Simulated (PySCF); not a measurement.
## Nitrogen: a sound run and one with changed settings

Sound run: N⁺ [He] 2s2 2p2, N²⁺ [He] 2s2 2p1. Computed with PySCF 2.14 in cc-pVDZ (3s2p1d, 14 functions), with the non-relativistic Hamiltonian (point nucleus). The sound run starts from symmetry-adapted Hartree-Fock orbitals and uses a fine grid where one is needed.

Changed run: 6 angular points. This setting is unsound on purpose.

| species | method | sound run (hartree) | changed run (hartree) | converged |
| --- | --- | --- | --- | --- |
| N⁺ | UHF | -53.88047 | -53.88047 | yes |
| N⁺ | MN15 | -53.99684 | -53.98147 | yes |
| N⁺ | r2SCAN | -54.02487 | -54.10812 | yes |
| N²⁺ | UHF | -52.80564 | -52.80564 | yes |
| N²⁺ | MN15 | -52.90120 | -52.87460 | yes |
| N²⁺ | r2SCAN | -52.91502 | -52.99442 | yes |

Ionisation energy of N⁺:

| method | sound run (eV) | changed run (eV) |
| --- | --- | --- |
| UHF | 29.247 | 29.247 |
| MN15 | 29.814 | 30.120 |
| r2SCAN | 30.201 | 30.306 |

A coarse angular grid integrates products of high-l functions wrongly, so density functionals can shift, and the SCF can exploit the error; Hartree-Fock and MP2 need no grid.

For comparison, NIST gives 29.601 eV between the lowest levels.
